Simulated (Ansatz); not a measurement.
Energy difference R1 → P1 + P2, each structure at its B3LYP-D3(BJ)/def2-TZVP stationary point, reached from a drawn start (curvature not checked).
R1, F3Zr (SMILES [F][Zr]([F])[F]) (charge 0, multiplicity 2):
```json
[
 {"atom": "Zr", "x (Å)": "0.0000", "y (Å)": "0.0000", "z (Å)": "-0.0035"},
 {"atom": "F", "x (Å)": "1.9147", "y (Å)": "-0.0099", "z (Å)": "-0.0080"},
 {"atom": "F", "x (Å)": "-0.9488", "y (Å)": "1.6633", "z (Å)": "-0.0006"},
 {"atom": "F", "x (Å)": "-0.9658", "y (Å)": "-1.6534", "z (Å)": "0.0123"}
]
```
P1, F2Zr (SMILES [F][Zr][F]) (charge 0, multiplicity 1):
```csv
atom,x (Å),y (Å),z (Å)
Zr,0.0040,0.0053,-0.6886
F,1.5649,-0.0061,0.3532
F,-1.5688,0.0008,0.3353
```
P2: F atom, charge 0, multiplicity 2.

P less R. No zero-point or thermal terms; singlets are restricted closed shells; open shells are unrestricted; no spin–orbit coupling. The spin states of the d-block species are the ones drawn and need not be the lowest.

Cores are frozen in the correlated methods.

The values were computed with Ansatz (a first-principles code) with Gaussian orbitals. All values are computed, each at the level named. Elements past Kr take the def2 small-core potentials, without spin–orbit coupling.

| level | reaction energy (kJ/mol) |
|---|---|
| HF/def2-QZVPP | 612.3 |
| SVWN5/def2-TZVPP | 789.3 |
| r2SCAN/def2-TZVPP | 741.8 |
| PBE0/def2-TZVPP | 712.8 |
| BHLYP/def2-TZVPP | 684.5 |
| CAM-B3LYP/def2-TZVPP | 720.2 |
| wB97M-V/def2-TZVPP | 701.5 |
| B2PLYP/def2-TZVPP | 712.8 |
| CCSD(T)/def2-SVP | … |

**Question.** Fill in the missing entries.

**Answer.** 
- CCSD(T)/def2-SVP, reaction energy (kJ/mol): 674.1
